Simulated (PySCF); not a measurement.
**Excitation energy of Mo by level of theory**

Mo [Kr] 4d5 5s1 (7S) → Mo [Kr] 4d6 (5D), as a difference of total energies. Calculation: PySCF 2.14, in def2-TZVPPD with the def2 core potential (28 electrons) (6s4p3d2f1g, 56 functions); a scalar-relativistic core potential. Correlated levels: valence and next inner shell: nothing frozen outside the core potential. The calculations carry no spin-orbit coupling.

| method | excitation energy (cm⁻¹) |
| --- | --- |
| UHF | 36606 |
| MP2 (valence and next inner shell) | 29532 |
| SCS-MP2 (valence and next inner shell) | 26568 |
| CCSD (valence and next inner shell) | 29464 |
| CCSD(T) (valence and next inner shell) | 27956 |
